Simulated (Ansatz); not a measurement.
```xyz
2

C    -0.0126    0.0195   -1.1607
S    -0.0179    0.0360    0.4485
```

Basis set: def2-TZVP (spherical functions). Frozen core: 6 orbitals. Charge 0, multiplicity 1.

Computed with Ansatz (development build ahead of 0.2.0); each method stands on the lowest determinant of its kind that the runs found. Restricted open shells among the atoms or ions are ROHF, correlated in semicanonical orbitals with singles.

Q: Give the atomization energy at this shape (free ground-state atoms in the same class of orbitals less the molecule, no zero-point energy) of singlet CS by RHF-MP2, RHF.

A:

```
 method  atomization energy
RHF-MP2             7.32 eV
    RHF             4.25 eV
```
